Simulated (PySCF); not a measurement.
All numbers come from UPBE0 in PySCF with Pd def2-TZVP with ECP28, N def2-TZVP, H def2-TZVP; scalar-relativistic core potentials, no spin–orbit coupling; density-fitted integrals.

```xyz
3
charge 0 multiplicity 3, angstrom
Pd   -0.1336   -0.0050    0.1562
N     0.9432    0.0356   -1.2658
H     1.0614    0.0400    1.1313
```

HPdN (triplet), along the line from Pd1 (at 0) through N2 (at 1.784 Å). Core electrons replaced by a potential are absent, the electrostatic potential uses the reduced nuclear charge, and values within about 0.7 Å of such atoms have no physical meaning.

Q: Tabulate the fields along this line at 0.80, 0.89, 0.98, 1.07, 1.16, 1.25, 1.34, 1.43, 1.52, 1.61, 1.69, 1.87, 1.96, 2.05, 2.14, 2.23, 2.32, 2.41, 2.50, 2.59, 2.68, 2.77, 2.85 Å.

A: 
| distance (Å) | electron density (e/Å³) | spin density (e/Å³) | electron localisation function | electrostatic potential (V) |
| --- | --- | --- | --- | --- |
| 0.80 | 1.94 | -0.0507 | 0.339 | 30 |
| 0.89 | 1.52 | -0.0335 | 0.344 | 22.5 |
| 0.98 | 1.42 | -0.00934 | 0.468 | 19.1 |
| 1.07 | 1.53 | 0.0224 | 0.659 | 19.4 |
| 1.16 | 1.81 | 0.0652 | 0.783 | 23.7 |
| 1.25 | 2.23 | 0.125 | 0.804 | 33.6 |
| 1.34 | 2.76 | 0.207 | 0.707 | 52.1 |
| 1.43 | 3.35 | 0.307 | 0.356 | 85.2 |
| 1.52 | 4.75 | 0.395 | 0.081 | 147 |
| 1.61 | 16.8 | 0.418 | 0.432 | 283 |
| 1.69 | 138 | 0.34 | 0.998 | 749 |
| 1.87 | 137 | 0.328 | 0.997 | 748 |
| 1.96 | 16.7 | 0.405 | 0.377 | 281 |
| 2.05 | 5.08 | 0.378 | 0.101 | 144 |
| 2.14 | 3.57 | 0.287 | 0.456 | 81.3 |
| 2.23 | 2.73 | 0.19 | 0.785 | 47.5 |
| 2.32 | 1.99 | 0.116 | 0.873 | 28.1 |
| 2.41 | 1.39 | 0.0688 | 0.897 | 16.6 |
| 2.50 | 0.946 | 0.0396 | 0.9 | 9.63 |
| 2.59 | 0.633 | 0.0219 | 0.893 | 5.39 |
| 2.68 | 0.42 | 0.0117 | 0.878 | 2.79 |
| 2.77 | 0.279 | 0.00597 | 0.852 | 1.2 |
| 2.85 | 0.186 | 0.00294 | 0.816 | 0.228 |

Other spin states or occupations of the open shell can lie lower.
